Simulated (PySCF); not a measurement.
F2Hf, SMILES [F][Hf][F], multiplicity 1.

Coordinates come from a PBE-D3(BJ)/def2-TZVP optimisation. The spin state was assumed, not searched. The def2 effective core potentials stand for the cores of Hf; spin–orbit coupling is left out.

Calculation: PBE-D3(BJ)/def2-TZVP run with PySCF.

Frequencies are harmonic and unscaled.

```json
[
 {"mode": "1", "ν (cm⁻¹)": "107", "IR (km/mol)": "2.2", "moving atoms (share of kinetic energy)": "F 88 %, Hf 12 %"},
 {"mode": "2", "ν (cm⁻¹)": "646", "IR (km/mol)": "88.1", "moving atoms (share of kinetic energy)": "F 86 %, Hf 14 %"},
 {"mode": "3", "ν (cm⁻¹)": "663", "IR (km/mol)": "28.4", "moving atoms (share of kinetic energy)": "F 94 %"}
]
```
